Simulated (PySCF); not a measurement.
germylsilane (H6GeSi), singlet, geometry from GFN2-xTB, with bond 8-2 at 3.0 times its length; HF/STO-3G run with PySCF.

PySCF was given this input:
```python
from pyscf import gto, scf

mol = gto.Mole()
mol.atom = '''
    Si   -1.56704071    0.16693932    0.03758954
    Ge    0.74957058   -0.07985294   -0.01798040
    H    -2.14643979   -0.68810588    1.07390640
    H    -1.92532104    1.55570653    0.32693199
    H    -2.15072553   -0.20470937   -1.25157588
    H     1.24574300   -1.41299042   -0.49700975
    H     1.48093017    0.88627488   -0.90376928
    H     2.84523219    0.40560919    3.93786778
'''
mol.basis = 'sto-3g'
mol.verbose = 4
mol.build()

mf = scf.RHF(mol)
mf.kernel()
mo_i, mo_e, stable_i, stable_e = mf.stability(internal=True, external=True, return_status=True, nroots=6, tol=1e-6)
print('internally stable:', stable_i, ' externally stable:', stable_e)
if not stable_e:
    umf = mf.to_uhf() if not hasattr(mf, 'xc') else mf.to_uks()
    umf.scf_summary = {}
    umf.kernel(umf.make_rdm1(mo_e, umf.mo_occ))
mf.analyze()
```

Q: Predict the main parts of the log of this PySCF run.

A: 
```
PySCF version 2.14.0

[INPUT] verbose = 4
[INPUT] num. atoms = 8
[INPUT] num. electrons = 52
[INPUT] charge = 0
[INPUT] spin (= nelec alpha-beta = 2S) = 0
[INPUT] symmetry False subgroup None
[INPUT] Mole.unit = angstrom
[INPUT] Symbol           X                Y                Z      unit          X                Y                Z       unit  Magmom
[...]
nuclear repulsion = 167.297355690848
number of shells = 19
number of NR pGTOs = 99
number of NR cGTOs = 33
basis = sto-3g
ecp = {}

******** <class 'pyscf.scf.hf.RHF'> ********
method = RHF
initial guess = minao
damping factor = 0
level_shift factor = 0
DIIS = <class 'pyscf.scf.diis.CDIIS'>
diis_start_cycle = 1
diis_space = 8
diis_damp = 0
SCF conv_tol = 1e-09
SCF conv_tol_grad = None
SCF max_cycles = 50
direct_scf = True
direct_scf_tol = 1e-13
Set gradient conv threshold to 3.16228e-05
Initial guess from minao.
init E= -2337.36623383749
cycle= 1 E= -2340.06591476123  delta_E= -2.7  |g|= 0.489  |ddm|= 3.05
cycle= 2 E= -2340.26105416947  delta_E= -0.195  |g|= 0.329  |ddm|= 3.26
cycle= 3 E= -2340.45417381353  delta_E= -0.193  |g|= 0.172  |ddm|=  2.4
cycle= 4 E= -2340.47238126731  delta_E= -0.0182  |g|= 0.0924  |ddm|= 0.819
cycle= 5 E= -2340.48072773924  delta_E= -0.00835  |g|= 0.0288  |ddm|= 0.396
cycle= 6 E= -2340.48145944387  delta_E= -0.000732  |g|= 0.00238  |ddm|= 0.0792
cycle= 7 E= -2340.48146496461  delta_E= -5.52e-06  |g|= 0.000273  |ddm|= 0.00701
cycle= 8 E= -2340.48146505961  delta_E= -9.5e-08  |g|= 9.46e-05  |ddm|= 0.00114
cycle= 9 E= -2340.48146506622  delta_E= -6.61e-09  |g|= 3.64e-05  |ddm|= 0.000189
cycle= 10 E= -2340.48146506735  delta_E= -1.14e-09  |g|= 5.95e-06  |ddm|= 9.21e-05
cycle= 11 E= -2340.48146506739  delta_E= -3.73e-11  |g|= 6.81e-07  |ddm|= 1.95e-05
Extra cycle  E= -2340.48146506738  delta_E= 8.19e-12  |g|= 1.28e-06  |ddm|= 5.28e-06
converged SCF energy = -2340.48146506738
rhf_internal: lowest eigs of H = [0.84469558 0.958561   1.33849531 1.34346264 1.36163291 1.41170221]
<class 'pyscf.scf.hf.RHF'> wavefunction is stable in the internal stability analysis
rhf_real2complex: lowest eigs of H = [0.00489795 0.18787799 0.22268151 0.32072573 0.32943122 0.3328141 ]
<class 'pyscf.scf.hf.RHF'> wavefunction is stable in the real -> complex stability analysis
rhf_external: lowest eigs of H = [-0.45717802  0.15135023  0.19350418  0.26274575  0.27463348  0.3026713 ]
<class 'pyscf.scf.hf.RHF'> wavefunction has an RHF/RKS -> UHF/UKS instability
internally stable: True  externally stable: False

******** <class 'pyscf.scf.uhf.UHF'> ********
method = UHF
initial guess = minao
damping factor = 0
level_shift factor = 0
DIIS = <class 'pyscf.scf.diis.CDIIS'>
diis_start_cycle = 1
diis_space = 8
diis_damp = 0
SCF conv_tol = 1e-09
SCF conv_tol_grad = None
SCF max_cycles = 50
direct_scf = True
direct_scf_tol = 1e-13
number electrons alpha = 26  beta = 26
Set gradient conv threshold to 3.16228e-05
init E= -2340.47617947395
cycle= 1 E= -2340.65057469325  delta_E= -0.174  |g|= 0.163  |ddm|= 0.955
cycle= 2 E= -2340.70601550897  delta_E= -0.0554  |g|= 0.0395  |ddm|= 0.429
cycle= 3 E= -2340.7092142227  delta_E= -0.0032  |g|= 0.00588  |ddm|= 0.12
cycle= 4 E= -2340.70928555746  delta_E= -7.13e-05  |g|= 0.00318  |ddm|= 0.016
cycle= 5 E= -2340.70931503624  delta_E= -2.95e-05  |g|= 0.00114  |ddm|= 0.0143
cycle= 6 E= -2340.70931913831  delta_E= -4.1e-06  |g|= 0.000225  |ddm|= 0.00701
cycle= 7 E= -2340.70931926858  delta_E= -1.3e-07  |g|= 8.35e-05  |ddm|= 0.000879
cycle= 8 E= -2340.70931928949  delta_E= -2.09e-08  |g|= 2.72e-05  |ddm|= 0.000398
cycle= 9 E= -2340.70931929156  delta_E= -2.08e-09  |g|= 8.03e-06  |ddm|= 0.000131
cycle= 10 E= -2340.70931929173  delta_E= -1.68e-10  |g|= 2.53e-06  |ddm|= 3.93e-05
Extra cycle  E= -2340.70931929174  delta_E= -1.41e-11  |g|= 1.61e-06  |ddm|= 5.78e-06
converged SCF energy = -2340.70931929174  <S^2> = 1.0048431  2S+1 = 2.2403956
**** SCF Summaries ****
Total Energy =                       -2340.481465067383851
Nuclear Repulsion Energy =             167.297355690847638
One-electron Energy =                -3616.740461958277137
Two-electron Energy =                 1108.961641200045506
Two-electron Coulomb Energy =         1210.098120672806772
DFT Exchange-Correlation Energy =     -101.136479472761266
**** MO energy ****
[...]
 ** Mulliken pop on meta-lowdin orthogonal AOs  **
 ** Mulliken pop  **
[...]
 ** Mulliken atomic charges  **
charge of    0Si =      0.47927
charge of    1Ge =      0.26121
charge of    2H =     -0.12990
charge of    3H =     -0.12989
charge of    4H =     -0.12847
charge of    5H =     -0.10082
charge of    6H =     -0.10077
charge of    7H =     -0.15064
Dipole moment(X, Y, Z, Debye): -1.94075, -0.23763, -2.44914
```
